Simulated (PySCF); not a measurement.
**Exact mass, isotope pattern and composition**

Species: ZrF2Cl2 (`[F][Zr]([F])([Cl])[Cl]`).

Calculated from tabulated atomic weights, isotope masses and abundances; no fragmentation.

Question: What are the average molar mass and the monoisotopic mass?

Answer: For Cl2F2Zr, with standard atomic weights, 1 × 91.224 + 2 × 18.998 + 2 × 35.450 = 200.120 g/mol. From the most abundant isotopes (90Zr, 19F, 35Cl), 1 × 89.904704 + 2 × 18.998403 + 2 × 34.968853 = 197.8392 u.

Question: What cluster does the molecular ion M+• show when like nominal masses merge?

Answer: 
```json
{"nominal mass": "198", "m/z (centroid)": "197.8387", "relative intensity": "100.0"}
{"nominal mass": "199", "m/z (centroid)": "198.8396", "relative intensity": "21.8"}
{"nominal mass": "200", "m/z (centroid)": "199.8368", "relative intensity": "97.3"}
{"nominal mass": "201", "m/z (centroid)": "200.8367", "relative intensity": "13.9"}
{"nominal mass": "202", "m/z (centroid)": "201.8377", "relative intensity": "65.3"}
{"nominal mass": "203", "m/z (centroid)": "202.8337", "relative intensity": "2.2"}
{"nominal mass": "204", "m/z (centroid)": "203.8377", "relative intensity": "30.4"}
{"nominal mass": "206", "m/z (centroid)": "205.8368", "relative intensity": "6.9"}
{"nominal mass": "208", "m/z (centroid)": "207.8363", "relative intensity": "0.6"}
```

Lines under 0.1 % of the tallest are left out. One electron mass, 0.00055 u, is taken off. Abundances used (%; other tables differ somewhat): 90Zr 51.45, 91Zr 11.22, 92Zr 17.15, 94Zr 17.38, 96Zr 2.8; 35Cl 75.78, 37Cl 24.22.

Question: What resolving power m/Δm just matches the spacing of the species with one 37Cl and with one 92Zr?

Answer: They lie 0.00329 u apart at mass 199.84, so m/Δm is about 61000.

Question: Count the protons, neutrons and electrons of the monoisotopic species, and give its exact less its nominal mass.

Answer: 92 protons, 106 neutrons and 92 electrons; 197.8392 − 198 = -0.1608 u.

Question: Elemental analysis, calculated?

Answer: Zr 45.58 %, F 18.99 %, Cl 35.43 %.

Question: List the species in which a single atom is changed from its most abundant isotope.

Answer: Intensity in % of the monoisotopic species:

```tsv
isotope	mass shift (u)	m/z	intensity (%)
91Zr	+1.00094	198.8396	21.81
37Cl	+1.99705	199.8357	63.92
92Zr	+2.00034	199.8390	33.33
94Zr	+4.00161	201.8403	33.78
96Zr	+6.00357	203.8422	5.44
```

Species under 0.02 % are left out.

Question: What share of all molecules is the monoisotopic species?

Answer: 0.5145 × 1^2 × 0.7578^2 = 29.55 %.
